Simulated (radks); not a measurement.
Isoelectronic series with 47 electrons, all held in the configuration [Kr] 4d10 5s1, which need not be the ground one along the series. All-electron calculation, Dirac Kohn-Sham, BLYP, spin-unpolarised, spherical densities, finite nucleus; Fermi nuclear charge, rms radius of each element as measured or else 0.836 A^(1/3) + 0.57 fm. Program: a radial shooting solver on a logarithmic mesh with Libxc functionals. Total energies (hartree) and mean radii <r> (bohr):

ion    E (hartree)  5s1/2   4d5/2
Ag     -5317.71480  3.163   1.434
Cd+    -5596.16555  2.653   1.283
In2+   -5882.77995  2.345   1.174
Sn3+   -6177.56250  2.125   1.088
Sb4+   -6480.53742  1.955   1.018
Te5+   -6791.73181  1.817  0.9580
I6+    -7111.18881  1.702  0.9066
Xe7+   -7438.94224  1.603  0.8615
Cs8+    -7775.0407  1.517  0.8215
Ba9+    -8119.5281  1.441  0.7856
La10+   -8472.4591  1.374  0.7532
Ce11+   -8833.8845  1.313  0.7236
Pr12+   -9203.8622  1.258  0.6966
Nd13+   -9582.4491  1.208  0.6717
Pm14+   -9969.7013  1.162  0.6488
